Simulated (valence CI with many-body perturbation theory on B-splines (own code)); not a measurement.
# Cs⁵⁰⁺: calculated level list

Method: configuration interaction combined with many-body perturbation theory (CI+MBPT): three valence electrons over a frozen Dirac-Fock core [He], a basis of 11 s, 11 p, 9 d, 7 f, 5 g, 2 h, 1 i functions for each j, with the one-electron correlation potential Σ1 (screened to all orders), the two-electron term Σ2, the three-electron term Σ3, Breit, model QED; selected single and double excitations, second order for the rest (own B-spline code, finite nucleus).

No measured spectrum was set against this ion. As an estimate, large intervals hold to a few tenths of a per cent, small ones and those within an open d or f shell to about a per cent.

Levels 46 to 90 of 102, with energies above the lowest level, (2s^2 2p1/2) J=1/2. "Leading %" is the weight of the configuration and term that name the level; weights of strongly mixed levels are sums over their largest components and can fall short. In the jj column 3d3/2^4 stands for four electrons in 3d with j = 3/2. Lifetimes count E1, E2, E3, M1 and M2 decay at the calculated energies, and are blank where another channel may lead or the interval is too uncertain; long ones can be off by a factor of two.

```tsv
No.	Configuration	Term	J	E (Ry)	Leading %	Leading jj	Lifetime
46	2s 2p 3p	2D	5/2	438.64	40	2s 2p3/2 3p1/2 (93 %)	7.88 fs
47	2p2 3d	2D	5/2	438.77	31	2p1/2^2 3d5/2 (91 %)	2.48 fs
48	2s 2p 3s	2P°	1/2	438.94	91	2s 2p3/2 3s (98 %)	10.2 fs
49	2s 2p 3s	2P°	3/2	439.21	84	2s 2p3/2 3s (98 %)	21.3 fs
50	2s 2p 3p	2P	1/2	443.19	53	2s 2p3/2 3p1/2 (97 %)	9.68 fs
51	2s 2p 3p	2D	3/2	443.30	62	2s 2p3/2 3p1/2 (97 %)	12.0 fs
52	2s 2p 3p	4D	7/2	445.85	100	2s 2p3/2 3p3/2 (100 %)	1.65 ps
53	2s 2p 3p	2P	3/2	445.97	39	2s 2p3/2 3p3/2 (82 %)	10.0 fs
54	2s 2p 3p	2S	1/2	446.74	30	2s 2p3/2 3p3/2 (61 %)	6.73 fs
55	2s 2p 3p	4P	5/2	446.92	36	2s 2p3/2 3p3/2 (77 %)	8.83 fs
56	2p2 3s	4P	3/2	447.72	78	2p1/2 2p3/2 3s (86 %)	21.7 fs
57	2p2 3s	2D	5/2	448.96	42	2p1/2 2p3/2 3s (67 %)	29.3 fs
58	2p2 3s	2P	1/2	449.07	40	2p1/2 2p3/2 3s (60 %)	6.97 fs
59	2p2 3s	2D	3/2	449.18	56	2p1/2 2p3/2 3s (89 %)	13.9 fs
60	2s 2p 3d	4D°	5/2	449.55	44	2s 2p3/2 3d3/2 (94 %)	1.84 fs
61	2s 2p 3d	4D°	3/2	449.63	35	2s 2p3/2 3d3/2 (82 %)	1.55 fs
62	2s 2p 3d	4P°	1/2	449.66	59	2s 2p3/2 3d3/2 (69 %)	1.66 fs
63	2s 2p 3d	4F°	7/2	450.01	48	2s 2p3/2 3d3/2 (85 %)	2.39 fs
64	2s 2p 3d	4F°	9/2	451.04	100	2s 2p3/2 3d5/2 (100 %)	60.8 ps
65	2p2 3p	4P°	1/2	451.17	31	2p1/2 2p3/2 3p1/2 (69 %)	23.0 fs
66	2s 2p 3p	2D	5/2	451.32	68	2s 2p3/2 3p3/2 (89 %)	11.2 fs
67	2p2 3p	4D°	3/2	451.39	45	2p1/2 2p3/2 3p1/2 (81 %)	10.7 fs
68	2p2 3p	2F°	5/2	451.98	44	2p1/2 2p3/2 3p1/2 (91 %)	5.01 fs
69	2s 2p 3p	2P	3/2	452.15	56	2s 2p3/2 3p3/2 (93 %)	11.7 fs
70	2s 2p 3p	2S	1/2	452.26	63	2s 2p3/2 3p3/2 (98 %)	227 fs
71	2s 2p 3d	2D°	5/2	452.38	44	2s 2p3/2 3d5/2 (99 %)	2.57 fs
72	2s 2p 3d	2D°	3/2	452.63	46	2s 2p3/2 3d5/2 (81 %)	3.21 fs
73	2s 2p 3d	2F°	7/2	453.07	64	2s 2p3/2 3d5/2 (85 %)	1.50 fs
74	2s 2p 3d	2P°	1/2	454.02	73	2s 2p3/2 3d5/2 (91 %)	1.80 fs
75	2p2 3p	2P°	3/2	454.07	41	2p1/2 2p3/2 3p1/2 (98 %)	5.44 fs
76	2s 2p 3d	2F°	5/2	454.89	66	2s 2p3/2 3d3/2 (94 %)	2.57 fs
77	2s 2p 3d	2D°	3/2	455.12	62	2s 2p3/2 3d3/2 (81 %)	1.82 fs
78	2s 2p 3d	2P°	1/2	455.41	89	2s 2p3/2 3d3/2 (92 %)	2.31 fs
79	2s 2p 3d	2F°	7/2	456.47	76	2s 2p3/2 3d5/2 (96 %)	5.90 fs
80	2s 2p 3d	2D°	5/2	457.40	64	2s 2p3/2 3d5/2 (96 %)	1.49 fs
81	2s 2p 3d	2P°	3/2	457.58	77	2s 2p3/2 3d5/2 (97 %)	2.15 fs
82	2p2 3p	4D°	5/2	459.30	52	2p1/2 2p3/2 3p3/2 (99 %)	7.19 fs
83	2p2 3p	2P°	1/2	459.61	34	2p1/2 2p3/2 3p3/2 (99 %)	7.08 fs
84	2p2 3p	2D°	3/2	460.01	52	2p1/2 2p3/2 3p3/2 (98 %)	6.91 fs
85	2p2 3p	2F°	7/2	460.50	60	2p1/2 2p3/2 3p3/2 (97 %)	8.24 fs
86	2p2 3p	2P°	3/2	461.24	37	2p1/2 2p3/2 3p3/2 (99 %)	6.93 fs
87	2p2 3p	2D°	5/2	461.91	61	2p1/2 2p3/2 3p3/2 (98 %)	6.95 fs
88	2p2 3d	4F	3/2	462.36	43	2p1/2 2p3/2 3d3/2 (99 %)	7.27 fs
89	2p2 3d	4F	5/2	462.46	54	2p1/2 2p3/2 3d3/2 (98 %)	19.6 fs
90	2p2 3d	4D	1/2	462.64	80	2p1/2 2p3/2 3d3/2 (100 %)	13.9 fs
```

Where two levels of one J and parity lie close, their mixing, g and order are uncertain.
